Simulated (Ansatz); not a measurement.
Consider the cleavage of the Al–Si bond: `O=C[SiH2][SiH2][AlH2]` + `N[SiH2][GeH3]` → `[AlH2][NH][SiH2][GeH3]` + `O=C[SiH2][SiH3]`.

Program: Ansatz. Geometries: PBE0-D4/def2-TZVP. ΔE: electronic, gas phase. CCSD(T)/CBS adds triple-zeta CCSD(T) − MP2 to the extrapolated MP2 energy (def2 sets, frozen cores). Functionals use def2-TZVPP. For Ge outer-core shells are correlated without core-valence functions, which leaves a few kJ/mol of doubt a bond. Scalar relativity is left out up to krypton. Each species was taken in one conformer, which may not be the lowest.

CCSD(T)/CBS gives -1.00 eV.

Task: Another level gave -1.04 eV. Which?
A. ωB97M-V/def2-TZVPP
B. PBE0-D4/def2-TZVPP
C. r2SCAN/def2-TZVPP
D. MP2/def2-TZVPP

Result: A. ωB97M-V -1.04, r2SCAN -0.94, PBE0-D4 -0.84, MP2/def2-TZVPP -1.09 eV.

Largest T1 diagnostic among the species: 0.016.

From PBE to PBE0 (25 % exact exchange), in def2-TZVPP and without D4, ΔE moves by −0.04 eV.
